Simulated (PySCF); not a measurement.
Compound: Au(PF3)I (singlet state).
Structure used (PBE0-D3(BJ)/def2-SVP), in Å, numbered top down from 1:
```xyz
6
AuF3IP angstrom
Au     0.0620   -0.0745   -1.4223
P     -0.0314    0.0197    0.7953
F      0.1212    1.4338    1.4650
F      1.0320   -0.7816    1.6312
F     -1.3444   -0.4681    1.5090
I      0.1605   -0.1294   -3.9782
```

Theory: TDDFT CAM-B3LYP/def2-SVPD, vertical, gas phase, core orbitals frozen in the response, def2 core potentials past Kr in PySCF 2.14.0, density-fitted response routines. Spin–orbit coupling is left out.

Q: Predict the UV-vis stick spectrum at this level.

A: 

```json
{"state": "S1", "λ (nm)": "264.8", "E (eV)": "4.68", "f": "0.0000", "|μ| (D)": "0.01", "main configurations (H = HOMO, L = LUMO)": "H-1/H→L/L+1 (≥96%)"}
{"state": "S2", "λ (nm)": "261.9", "E (eV)": "4.73", "f": "0.0000", "|μ| (D)": "0.04", "main configurations (H = HOMO, L = LUMO)": "H-1/H→L/L+1 (≥84%)"}
{"state": "S3", "λ (nm)": "261.8", "E (eV)": "4.74", "f": "0.0000", "|μ| (D)": "0.03", "main configurations (H = HOMO, L = LUMO)": "H-1/H→L/L+1 (≥84%)"}
{"state": "S4", "λ (nm)": "245.7", "E (eV)": "5.05", "f": "0.013", "|μ| (D)": "0.82", "main configurations (H = HOMO, L = LUMO)": "H-1/H→L+2 (≥96%)"}
{"state": "S5", "λ (nm)": "245.7", "E (eV)": "5.05", "f": "0.013", "|μ| (D)": "0.82", "main configurations (H = HOMO, L = LUMO)": "H-1/H→L+2 (≥96%)"}
{"state": "S6", "λ (nm)": "240.0", "E (eV)": "5.17", "f": "0.154", "|μ| (D)": "2.81", "main configurations (H = HOMO, L = LUMO)": "H-1/H→L/L+1 (88%), H-2→L+2 (9%)"}
{"state": "S7", "λ (nm)": "212.1", "E (eV)": "5.85", "f": "0.042", "|μ| (D)": "1.38", "main configurations (H = HOMO, L = LUMO)": "H-2→L/L+1 (≥84%), H-3→L/L+1 (≥11%)"}
{"state": "S8", "λ (nm)": "211.7", "E (eV)": "5.86", "f": "0.042", "|μ| (D)": "1.38", "main configurations (H = HOMO, L = LUMO)": "H-2→L/L+1 (≥84%), H-3→L/L+1 (≥11%)"}
{"state": "S9", "λ (nm)": "187.9", "E (eV)": "6.60", "f": "0.0000", "|μ| (D)": "0.00", "main configurations (H = HOMO, L = LUMO)": "H-4→L/L+1 (52%), H-5→L/L+1 (46%)"}
{"state": "S10", "λ (nm)": "187.8", "E (eV)": "6.60", "f": "0.0001", "|μ| (D)": "0.08", "main configurations (H = HOMO, L = LUMO)": "H-5→L/L+1 (52%), H-4→L/L+1 (47%)"}
```

Triplets (Tamm–Dancoff): T1 4.49 eV, H-1/H→L/L+1 (≥94%); T2 4.58 eV, H-1/H→L/L+1 (≥80%); T3 4.58 eV, H-1/H→L/L+1 (≥80%).

The lowest singlet lies at 4.68 eV (265 nm, ultraviolet) and is dark (f under 0.0005); its leading configuration is HOMO-1/HOMO→LUMO/LUMO+1 (≥96%). The most intense listed level is S6 at 5.17 eV (240 nm, f = 0.154), 0.48 eV above S1. S2/S3, S4/S5, S7/S8 and S9/S10 lie within about 0.01 eV of each other in each set. For S1 the Löwdin share of gold is 8% in HOMO and 37% in LUMO; for S6 the Löwdin share of gold is 8% in HOMO and 37% in LUMO+1. The listed states span 1.92 eV, and the widest gap between neighbours is 0.74 eV (S8 to S9). Weighted by f, the mean energy of these states is 5.37 eV. Of the 10 states listed, 5 reach f = 0.01 and 5 stay under 0.0005. The vertical ionisation energy (ΔSCF) is 9.25 eV, 2.65 eV above S10. Orbitals of the list HOMO-3 to LUMO+2 that lie within 0.01 eV of each other are written together with a slash and their weights summed (≥ marks a lower bound); for degenerate orbitals outside that list single weights are arbitrary. Singlets were solved by full linear response, triplets in the Tamm–Dancoff approximation.
